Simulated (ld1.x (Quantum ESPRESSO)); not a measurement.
# Co (Z = 27): one change to an RRKJ potential, before and after

cobalt (Co), norm-conserving RRKJ (Kleinman–Bylander form), made with ld1.x (Quantum ESPRESSO) 7.5 (LDA (PZ), scalar-relativistic). Core [Ar], reference 3d7 4s2 4p0. Waves: 4p (bound, empty): rc 2.15 bohr; 3d (bound): rc 1.65 bohr; 4s (bound): rc 2.35 bohr. Local part: the s channel. Core correction: a·sin(br)/r model core inside 1.15 bohr. rho0 = 0.001.

Change: functional revPBE.

Cutoffs: the cutoffs (Ry, on a coarse ladder) from which the occupation-weighted sum of valence levels, in a spherical-Bessel basis at the reference potential, stays within 10 and 1 mRy of its value at 400 Ry; they do not see the model core or the augmentation charge, which bear on the density cutoff. Errors are all-electron minus pseudo energies relative to the spin-unpolarised reference configuration.

Question: Predict the effect on cutoff, ghosts and configuration errors.

Answer: The potential gets neither clearly harder nor softer (70 Ry and 100 Ry → 70 Ry and 100 Ry); the number of tests with a reliable result goes from 9 to 7; of the 7 tests that both files solve, the error grows in 2 and shrinks in 0 by more than 15 % and 0.3 meV (median size 176.1 → 183.8 meV); neither file shows a bound ghost.

| quantity | base | changed |
| --- | --- | --- |
| cutoff, loose | 70 Ry | 70 Ry |
| cutoff, tight | 100 Ry | 100 Ry |
| bound ghosts | none | none |
| error for 3d7 4s1 4p0, meV [ΔE 9.30 → 8.93 eV] | -2.4 | -3.3 |
| error for 3d7 4s0 4p0, meV [ΔE 26.38 → 25.55 eV] | -22 | -29 |
| error for 3d6 4s0 4p0, meV [ΔE 62.57 → 61.31 eV] | -373 | -394 |
| error for 3d8 4s0 4p0, meV [ΔE 6.71 → 6.33 eV] | -209 | -225 |
| error for 3d6 4s2 4p0, meV [ΔE 15.46 → 15.12 eV] | -176 | -184 |
| error for 3d7.5 4s1.5 4p0, meV [ΔE -0.98 → -0.97 eV] | -43 | -46 |
| error for 3d6 4s2 4p1, meV [ΔE 9.77 → 9.65 eV] | -219 | -235 |
| s: phases at 2.55 bohr within 0.05 rad from the reference energy up to (Ry; the scan ends near 5) | 2.6 | 2.6 |
| p: phases at 2.55 bohr within 0.05 rad from the reference energy up to (Ry; the scan ends near 5) | to the end of the scan | to the end of the scan |
| d: phases at 2.55 bohr within 0.05 rad from the reference energy up to (Ry; the scan ends near 5) | 0.5 | 0.5 |
